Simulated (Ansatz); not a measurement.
Reaction (silylene loss): `O=CB(F)[SiH3]` → `O=CBF` + `[SiH2]`

Computed with Ansatz on PBE0-D4/def2-TZVP structures; ΔE is electronic, products minus reactants. CCSD(T)/CBS is the MP2 limit (def2-TZVPP, def2-QZVPP) plus CCSD(T) − MP2 in def2-TZVPP, frozen cores. This one scheme is used for every species. Functionals use def2-TZVPP. B3LYP here is the variant with VWN-RPA as its local correlation; programs differ in this. HSE06 is defined as in plane-wave codes. Each species was taken in one conformer, which may not be the lowest.

`O=CB(F)[SiH3]`:

Cartesian coordinates in Å:
```
O -0.880 0.328 -1.972
C -1.001 1.032 -0.997
B -0.304 0.625 0.396
F -0.548 1.418 1.423
Si 0.869 -1.031 0.537
H -1.605 1.968 -1.064
H 1.446 -1.167 1.900
H 1.974 -0.939 -0.455
H 0.050 -2.235 0.232
```

`O=CBF`:

Cartesian coordinates in Å:
```
O -1.141 0.366 1.321
C -0.353 0.594 0.434
B 0.324 -0.595 -0.401
F 1.173 -0.269 -1.352
H -0.090 1.650 0.189
H 0.086 -1.746 -0.191
```

`[SiH2]`:

```xyz
3

Si   -0.208   -0.090    0.675
H     1.122   -0.228   -0.059
H    -0.914    0.318   -0.615
```

```json
{"level": "LDA (SPW92)", "ΔE (kcal/mol)": "61.1", "difference from CCSD(T)/CBS": "9.9"}
{"level": "PBE-D4", "ΔE (kcal/mol)": "54.6", "difference from CCSD(T)/CBS": "3.4"}
{"level": "revPBE-D4", "ΔE (kcal/mol)": "53.1", "difference from CCSD(T)/CBS": "1.9"}
{"level": "B97M-V", "ΔE (kcal/mol)": "51.4", "difference from CCSD(T)/CBS": "0.2"}
{"level": "PBE0-D4", "ΔE (kcal/mol)": "55.4", "difference from CCSD(T)/CBS": "4.2"}
{"level": "B3LYP-D4", "ΔE (kcal/mol)": "50.6", "difference from CCSD(T)/CBS": "-0.6"}
{"level": "r2SCANh-D4", "ΔE (kcal/mol)": "56.9", "difference from CCSD(T)/CBS": "5.7"}
{"level": "r2SCAN0-D4", "ΔE (kcal/mol)": "56.7", "difference from CCSD(T)/CBS": "5.5"}
{"level": "BHLYP-D4", "ΔE (kcal/mol)": "51.8", "difference from CCSD(T)/CBS": "0.6"}
{"level": "CAM-B3LYP-D4", "ΔE (kcal/mol)": "52.1", "difference from CCSD(T)/CBS": "0.9"}
{"level": "ωB97X-V", "ΔE (kcal/mol)": "54.3", "difference from CCSD(T)/CBS": "3.1"}
{"level": "ωB97M-V", "ΔE (kcal/mol)": "49.9", "difference from CCSD(T)/CBS": "-1.3"}
{"level": "B2PLYP", "ΔE (kcal/mol)": "49.8", "difference from CCSD(T)/CBS": "-1.4"}
{"level": "PBE-QIDH", "ΔE (kcal/mol)": "55.1", "difference from CCSD(T)/CBS": "3.9"}
{"level": "PBE", "ΔE (kcal/mol)": "52.9", "difference from CCSD(T)/CBS": "1.7"}
{"level": "revPBE", "ΔE (kcal/mol)": "49.2", "difference from CCSD(T)/CBS": "-2.0"}
{"level": "BLYP", "ΔE (kcal/mol)": "45.5", "difference from CCSD(T)/CBS": "-5.7"}
{"level": "r2SCAN", "ΔE (kcal/mol)": "56.6", "difference from CCSD(T)/CBS": "5.4"}
{"level": "PBE0", "ΔE (kcal/mol)": "54.0", "difference from CCSD(T)/CBS": "2.8"}
{"level": "B3LYP", "ΔE (kcal/mol)": "47.9", "difference from CCSD(T)/CBS": "-3.3"}
{"level": "r2SCAN0", "ΔE (kcal/mol)": "56.2", "difference from CCSD(T)/CBS": "5.0"}
{"level": "HSE06", "ΔE (kcal/mol)": "54.0", "difference from CCSD(T)/CBS": "2.8"}
{"level": "BHLYP", "ΔE (kcal/mol)": "49.5", "difference from CCSD(T)/CBS": "-1.7"}
{"level": "CAM-B3LYP", "ΔE (kcal/mol)": "50.5", "difference from CCSD(T)/CBS": "-0.7"}
{"level": "LC-ωPBE", "ΔE (kcal/mol)": "56.3", "difference from CCSD(T)/CBS": "5.1"}
{"level": "RPA@PBE/def2-TZVPP", "ΔE (kcal/mol)": "45.6", "difference from CCSD(T)/CBS": "-5.6"}
{"level": "HF/def2-SVP", "ΔE (kcal/mol)": "44.8", "difference from CCSD(T)/CBS": "-6.4"}
{"level": "MP2/def2-SVP", "ΔE (kcal/mol)": "51.9", "difference from CCSD(T)/CBS": "0.7"}
{"level": "CCSD/def2-SVP", "ΔE (kcal/mol)": "47.5", "difference from CCSD(T)/CBS": "-3.7"}
{"level": "HF/def2-TZVPP", "ΔE (kcal/mol)": "45.1", "difference from CCSD(T)/CBS": "-6.1"}
{"level": "MP2/def2-TZVPP", "ΔE (kcal/mol)": "52.8", "difference from CCSD(T)/CBS": "1.6"}
{"level": "SCS-MP2/def2-TZVPP", "ΔE (kcal/mol)": "50.1", "difference from CCSD(T)/CBS": "-1.1"}
{"level": "CCSD/def2-TZVPP", "ΔE (kcal/mol)": "48.5", "difference from CCSD(T)/CBS": "-2.7"}
{"level": "CCSD(T)/def2-TZVPP", "ΔE (kcal/mol)": "49.8", "difference from CCSD(T)/CBS": "-1.4"}
{"level": "HF/def2-QZVPP", "ΔE (kcal/mol)": "45.1", "difference from CCSD(T)/CBS": "-6.1"}
{"level": "MP2/def2-QZVPP", "ΔE (kcal/mol)": "53.6", "difference from CCSD(T)/CBS": "2.4"}
{"level": "SCS-MP2/def2-QZVPP", "ΔE (kcal/mol)": "51.0", "difference from CCSD(T)/CBS": "-0.2"}
{"level": "HF/CBS(def2)", "ΔE (kcal/mol)": "45.1", "difference from CCSD(T)/CBS": "-6.1"}
{"level": "MP2/CBS(def2)", "ΔE (kcal/mol)": "54.2", "difference from CCSD(T)/CBS": "3.0"}
{"level": "CCSD/CBS(def2)", "ΔE (kcal/mol)": "50.0", "difference from CCSD(T)/CBS": "-1.2"}
{"level": "CCSD(T)/CBS", "ΔE (kcal/mol)": "51.2", "difference from CCSD(T)/CBS": "0"}
```

Largest T1 diagnostic among the species: 0.015.

From BLYP to BHLYP (50 % exact exchange), in def2-TZVPP and without D4, ΔE moves by +4.0 kcal/mol. In def2-TZVPP, CCSD(T) changes the Hartree–Fock value by +4.7 kcal/mol (the triples alone add +1.3 kcal/mol) and MP2 by +7.7 kcal/mol.
